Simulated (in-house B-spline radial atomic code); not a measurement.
Stripping iron of all its electrons. The total binding energy is the sum of the 26 successive ionisation energies. Configuration: [Ar] (3d3/2)4 (3d5/2)2 4s2. All numbers are computed (Dirac-Hartree-Fock, average of the jj configuration; Fermi nucleus of rms radius 3.7377 fm) with a radial B-spline atomic code at the basis-set limit, not measured.

Dirac-Coulomb total energy: -1271.4142 hartree. First-order corrections (hartree): Breit 0.4673, self-energy 0.3407, vacuum polarisation -0.02864, recoil 0.00961.

What total binding energy follows, and how does it compare with the sum of NIST's ionisation energies?

34575.5 eV from the corrected total, against 34619.3 ± 4.5 eV from NIST's table (measured, semi-empirical and theoretical entries, uncertainties added in quadrature). The table binds 43.8 eV more, 1.69 eV per electron, the size expected of the correlation energy that Hartree-Fock leaves out.

What share of the binding belongs to the last two electrons?

52 % by NIST's values (18105.9 eV).
